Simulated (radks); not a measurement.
Removal energies from the iron ion Fe12+, [Ne] 3s2 3p(1/2: 2, 3/2: 0), by Delta-SCF beside the eigenvalue of the level emptied. All-electron calculation, Dirac Kohn-Sham, PBE, spin-unpolarised, spherical densities, finite nucleus; Fermi nuclear charge, rms radius of each element as measured or else 0.836 A^(1/3) + 0.57 fm. Program: a radial shooting solver on a logarithmic mesh with Libxc functionals. Sub-shells are occupied by j as written (lower j first in brackets).

removed from                                 final configuration  Delta-SCF (eV)  -eigenvalue (eV)
3p1/2                                [Ne] 3s2 3p(1/2: 1, 3/2: 0)          358.92            342.87
3s1/2                                [Ne] 3s1 3p(1/2: 2, 3/2: 0)          393.02            377.19
2p3/2         [He] 2s2 2p(1/2: 2, 3/2: 3) 3s2 3p(1/2: 2, 3/2: 0)          1081.7            1036.7
2p1/2         [He] 2s2 2p(1/2: 1, 3/2: 4) 3s2 3p(1/2: 2, 3/2: 0)          1094.9            1049.4
